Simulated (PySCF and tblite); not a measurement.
C₅H₉FO, numbered as in [F:1][C@H:2]1[CH2:3][CH2:4][CH2:5][O:6][CH2:7]1.

Level: PBE0-D3(BJ)/def2-TZVP//PBE0-D3(BJ)/def2-SVP, thermal terms from GFN2-xTB, symmetry numbers and mirror pairs counted. Conformers within 4 kcal/mol (GFN2-xTB free energy) were kept, 7 at most. Couplings: B3LYP/pcSseg-1 with pcJ-1 on H, F (gas phase; spin-dipole term only for pairs with B, N, F, Si or P). Couplings are for ¹⁹F, ¹H. Of two unlike H on one atom, a is the less shielded (PBE0/pcSseg-1). Run with PySCF (density fitting) and tblite.

The 6-ring runs over atoms 2–3–4–5–6–7.

```json
{"conformer": "1", "shape": "6-ring chair (all substituents equatorial)", "weight %": "57.3"}
{"conformer": "2", "shape": "6-ring chair (F1 axial)", "weight %": "42.7"}
{"conformer": "3", "shape": "6-ring twist-boat (ring torsions 62, -21, -43, 67, -22, -40°)", "weight %": "0.0"}
```

Dihedral angles along the coupling paths:

```json
{"coupling": "³J(F1,H3b)", "conformer": "1", "dihedral (°)": "52"}
{"coupling": "³J(F1,H3b)", "conformer": "2", "dihedral (°)": "-53"}
{"coupling": "³J(F1,H3b)", "conformer": "3", "dihedral (°)": "-44"}
{"coupling": "³J(F1,H3a)", "conformer": "1", "dihedral (°)": "-64"}
{"coupling": "³J(F1,H3a)", "conformer": "2", "dihedral (°)": "-170"}
{"coupling": "³J(F1,H3a)", "conformer": "3", "dihedral (°)": "-160"}
{"coupling": "³J(F1,H7b)", "conformer": "1", "dihedral (°)": "-55"}
{"coupling": "³J(F1,H7b)", "conformer": "2", "dihedral (°)": "52"}
{"coupling": "³J(F1,H7b)", "conformer": "3", "dihedral (°)": "-18"}
{"coupling": "³J(F1,H7a)", "conformer": "1", "dihedral (°)": "63"}
{"coupling": "³J(F1,H7a)", "conformer": "2", "dihedral (°)": "169"}
{"coupling": "³J(F1,H7a)", "conformer": "3", "dihedral (°)": "99"}
{"coupling": "³J(H2,H3b)", "conformer": "1", "dihedral (°)": "172"}
{"coupling": "³J(H2,H3b)", "conformer": "2", "dihedral (°)": "65"}
```

(1) What are these vicinal couplings in each conformer, and averaged?

Computed couplings to fluorine can be off by tens of per cent at such levels.

Results:

(1) 
```
  coupling  conformer  dihedral (°)  J (Hz)  average (Hz)
³J(F1,H3b)          1            52    11.7          11.1
³J(F1,H3b)          2           -53    10.4          11.1
³J(F1,H3b)          3           -44    22.2          11.1
³J(F1,H3a)          1           -64     4.7          19.5
³J(F1,H3a)          2          -170    39.4          19.5
³J(F1,H3a)          3          -160    41.9          19.5
³J(F1,H7b)          1           -55     3.6           7.9
³J(F1,H7b)          2            52    13.7           7.9
³J(F1,H7b)          3           -18    28.6           7.9
³J(F1,H7a)          1            63     0.5          16.2
³J(F1,H7a)          2           169    37.4          16.2
³J(F1,H7a)          3            99     7.3          16.2
³J(H2,H3b)          1           172    11.5           8.2
³J(H2,H3b)          2            65     3.7           8.2
```
